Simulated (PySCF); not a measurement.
Input of a run (PBE/def2-SVP geometry optimisation, gas phase (PySCF 2.14.0)), started from GFN2-xTB:
```
{"job": {"xc": "PBE", "basis": "def2-SVP", "grid": 1, "kind": "geom"}, "charge": 0, "multiplicity": 1}
C     -2.464470     0.450890     0.167067
C     -1.536322    -0.373652    -0.313798
C     -0.113274    -0.239554    -0.159867
C      0.891250    -1.063012    -0.635395
C      2.118296    -0.517999    -0.229125
C      1.838318     0.620951     0.482092
N      0.493679     0.780119     0.518265
H     -2.225115     1.331604     0.739966
H     -3.512283     0.272398     0.003342
H     -1.839150    -1.243041    -0.881976
H      0.749349    -1.956682    -1.210975
H      3.093432    -0.914304    -0.433861
H      2.498823     1.319264     0.958379
H      0.006789     1.532546     0.973720
```

Output (energies in Eh, forces in Eh/bohr):
```
step   0  E = -286.99964404  max force = 0.016826
step   1  E = -287.00472277  max force = 0.002757
step   2  E = -287.00473531  max force = 0.001369
step   3  E = -287.00475004  max force = 0.001314
step   4  E = -287.00474831  max force = 0.001315
step   5  E = -287.00475678  max force = 0.000523
step   6  E = -287.00475835  max force = 0.000159
optimisation converged
```

Question: Summarise the run.

Answer: The energy falls by 13.4 kJ/mol over 7 energy and gradient evaluations, the largest force component goes from 0.0168 to 1.6e-04 Eh/bohr, and the atoms move by 0.043 Å rms after alignment. Among the bonds, C1=C2, C1–H8, C1–H9 and C4–H11 change most and about equally (+0.024 to +0.025 Å). Bonds longer at the end by more than 0.005 Å: 14 of 14; shorter: 0. The energy rose by more than 1e-6 Eh at step 4. The first step brought 99 % of the lowering.

Question: What are the final bond lengths?

Answer: C1=C2 1.355 Å, C2–C3 1.449 Å, C3–C4 1.405 Å, C4–C5 1.422 Å, C5–C6 1.394 Å, C6–N7 1.373 Å, C3–N7 1.385 Å, C1–H8 1.103 Å, C1–H9 1.099 Å, C2–H10 1.103 Å, C4–H11 1.096 Å, C5–H12 1.096 Å, C6–H13 1.096 Å, N7–H14 1.019 Å. Numbering counts from 1 in the input's order; the species is `C=Cc1[nH]ccc1`.

The run used 133 basis functions and 51 SCF cycles in all. On an Intel Xeon Platinum 8259CL at 2.50 GHz with one thread, shared host with 96 logical CPUs at a one-minute load of 45, this took 85 s wall and 0.51 GiB of memory at its peak.

Not checked by PBE/def2-SVP frequencies. One conformer, not necessarily the lowest.

The values belong to the conformer `[CH2:1]=[CH:2][c:3]1[cH:4][cH:5][cH:6][nH:7]1`: C1–C2–C3–C4 180°.
